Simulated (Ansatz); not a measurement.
`C=CCC[SiH3]` + H₂O → `C=CCCO` + SiH₄  (formal hydrolysis of a C–Si bond)

Gas-phase electronic energies from Ansatz, PBE0-D4/def2-TZVP geometries. CCSD(T)/CBS adds triple-zeta CCSD(T) − MP2 to the extrapolated MP2 energy (def2 sets, frozen cores). This one scheme is used for every species. DFT in def2-TZVPP. B3LYP here is the variant with VWN-RPA as its local correlation; programs differ in this. One conformer a species, not always the lowest.

`C=CCC[SiH3]`:

```xyz
15

C     0.446   -1.158    1.893
C     0.645   -1.148    0.583
C     1.139    0.024   -0.200
C     0.145    0.480   -1.274
Si   -1.530    1.018   -0.604
H     0.073   -2.038    2.404
H     0.650   -0.283    2.502
H     0.421   -2.045    0.007
H     1.353    0.851    0.485
H     2.089   -0.239   -0.681
H    -0.019   -0.322   -2.003
H     0.567    1.319   -1.837
H    -1.345    1.948    0.544
H    -2.349   -0.136   -0.150
H    -2.285    1.730   -1.671
```

H₂O:

Z-matrix (Å, degrees):
```
O
H 1 0.960
H 1 0.960 2 105.1
```

`C=CCCO`:

Z-matrix (Å, degrees):
```
C
C 1 1.498
C 1 1.516 2 114.9
H 1 1.098 2 108.8 3 -123.0
H 1 1.096 2 108.9 3 122.3
C 2 1.328 1 126.5 3 14.1
H 2 1.088 1 115.3 3 -166.1
O 3 1.410 1 112.7 2 65.4
H 3 1.092 1 109.6 2 -176.7
H 3 1.100 1 110.1 2 -59.3
H 6 1.083 2 121.0 1 179.4
H 6 1.086 2 122.6 1 0.5
H 8 0.962 3 107.6 1 -50.2
```

SiH₄:

Cartesian coordinates in Å:
```
Si 0.000 0.000 0.000
H -1.022 0.238 1.050
H -0.578 0.311 -1.332
H 0.424 -1.422 0.036
H 1.175 0.873 0.246
```

| level | ΔE (kJ/mol) | difference from CCSD(T)/CBS |
| --- | --- | --- |
| PBE-D4 | 70.3 | -7.0 |
| r2SCAN-D4 | 69.2 | -8.1 |
| PBE0-D4 | 72.3 | -5.0 |
| B3LYP-D4 | 68.8 | -8.5 |
| ωB97X-V | 65.2 | -12.1 |
| ωB97M-V | 70.3 | -7.0 |
| B2PLYP | 67.3 | -10.0 |
| PBE | 65.5 | -11.8 |
| r2SCAN | 67.6 | -9.7 |
| PBE0 | 67.8 | -9.5 |
| B3LYP | 61.3 | -16.0 |
| HF/def2-TZVPP | 56.5 | -20.8 |
| MP2/def2-TZVPP | 80.1 | 2.8 |
| SCS-MP2/def2-TZVPP | 72.5 | -4.8 |
| CCSD/def2-TZVPP | 69.9 | -7.4 |
| CCSD(T)/def2-TZVPP | 71.0 | -6.3 |
| HF/def2-QZVPP | 57.3 | -20.0 |
| MP2/def2-QZVPP | 84.0 | 6.7 |
| SCS-MP2/def2-QZVPP | 76.5 | -0.8 |
| HF/CBS(def2) | 57.4 | -19.9 |
| MP2/CBS(def2) | 86.4 | 9.1 |
| CCSD/CBS(def2) | 76.2 | -1.1 |
| CCSD(T)/CBS | 77.3 | 0 |

Largest T1 diagnostic among the species: 0.011.

The D4 term adds +7.4 kJ/mol with B3LYP and +4.4 kJ/mol with PBE0; it sums over pairs of atoms, weighted by their polarisabilities, and B3LYP, whose exchange is more repulsive, gets the larger term. In def2-TZVPP, CCSD(T) changes the Hartree–Fock value by +14.4 kJ/mol (the triples alone add +1.1 kJ/mol) and MP2 by +23.5 kJ/mol.
